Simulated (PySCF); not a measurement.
A survey of $^{29}$Si NMR shifts

- GIAO PBE0/pcSseg-1 shieldings
- GFN2-xTB structure
- run in PySCF
- averaged over atoms made equivalent by symmetry, fast rotation or ring inversion, non-relativistic Hamiltonian, one computed conformer, isolated molecule

Shieldings were converted by a linear fit to measured shifts: $^{29}$Si (scatter 8.9 ppm rms, 25.8 ppm with the 6 outliers that the fit left out vs TMS, solution or neat liquid). A few per cent of atoms miss by over 2 rms, more outside the fitted compound classes.

Q: Give the $^{29}$Si shifts of `[SiH3]N([SiH3])[C@]12C[C@H]1C2`, `C#C[C@@H](C)S[SiH2]Cl`, `CC#C[Si@@H](Cl)SC`, `C[C@H]([SiH3])[SiH2]S`, `C#C[Si@@](N)([SiH3])CC`, `N#CC[C@H]([SiH3])C[SiH3]`, `C#C[Si@@H](OC)OCCS`, `[SiH3]O[Si@H]1[SiH2]O[SiH2][SiH2]1`, `N[SiH2][Si@@H]([SiH3])[SiH2][SiH3]`.

A: 
| compound | environment | δ (ppm) |
| --- | --- | --- |
| [SiH3]N([SiH3])[C@]12C[C@H]1C2 | silicon bonded to N, 3 H (×2) | -47.8 |
| C#C[C@@H](C)S[SiH2]Cl | silicon bonded to Cl, S, 2 H | -14.3 |
| CC#C[Si@@H](Cl)SC | silicon bonded to C, Cl, S, H | -20.1 |
| [CH3:1][C@H:2]([SiH3:3])[SiH2:4][SH:5] | Si4: silicon bonded to C, S, 2 H | -24.8 |
| [CH3:1][C@H:2]([SiH3:3])[SiH2:4][SH:5] | Si3: silicon bonded to C, 3 H | -63.5 |
| [CH:1]#[C:2][Si@@:3]([NH2:4])([SiH3:5])[CH2:6][CH3:7] | Si3: silicon bonded to 2 C, N, Si | -32.4 |
| [CH:1]#[C:2][Si@@:3]([NH2:4])([SiH3:5])[CH2:6][CH3:7] | Si5: silicon bonded to Si, 3 H | -102.2 |
| [N:1]#[C:2][CH2:3][C@H:4]([SiH3:5])[CH2:6][SiH3:7] | Si5: silicon bonded to C, 3 H | -61.3 |
| [N:1]#[C:2][CH2:3][C@H:4]([SiH3:5])[CH2:6][SiH3:7] | Si7: silicon bonded to C, 3 H | -65.4 |
| C#C[Si@@H](OC)OCCS | silicon bonded to C, 2 O, H | -53.9 |
| [SiH3:1][O:2][Si@H:3]1[SiH2:4][O:5][SiH2:6][SiH2:7]1 | Si3: silicon bonded to O, 2 Si, H, in a 5-membered ring | -12.7 |
| [SiH3:1][O:2][Si@H:3]1[SiH2:4][O:5][SiH2:6][SiH2:7]1 | Si6: silicon bonded to O, Si, 2 H, in a 5-membered ring | -21.8 |
| [SiH3:1][O:2][Si@H:3]1[SiH2:4][O:5][SiH2:6][SiH2:7]1 | Si4: silicon bonded to O, Si, 2 H, in a 5-membered ring | -32.3 |
| [SiH3:1][O:2][Si@H:3]1[SiH2:4][O:5][SiH2:6][SiH2:7]1 | Si1: silicon bonded to O, 3 H | -42.6 |
| [SiH3:1][O:2][Si@H:3]1[SiH2:4][O:5][SiH2:6][SiH2:7]1 | Si7: silicon bonded to 2 Si, 2 H, in a 5-membered ring | -120.4 |
| [NH2:1][SiH2:2][Si@@H:3]([SiH3:4])[SiH2:5][SiH3:6] | Si2: silicon bonded to N, Si, 2 H | -44.6 |
| [NH2:1][SiH2:2][Si@@H:3]([SiH3:4])[SiH2:5][SiH3:6] | Si4: silicon bonded to Si, 3 H | -96.3 |
| [NH2:1][SiH2:2][Si@@H:3]([SiH3:4])[SiH2:5][SiH3:6] | Si6: silicon bonded to Si, 3 H | -100.6 |
| [NH2:1][SiH2:2][Si@@H:3]([SiH3:4])[SiH2:5][SiH3:6] | Si5: silicon bonded to 2 Si, 2 H | -112.5 |
| [NH2:1][SiH2:2][Si@@H:3]([SiH3:4])[SiH2:5][SiH3:6] | Si3: silicon bonded to 3 Si, H | -126.3 |
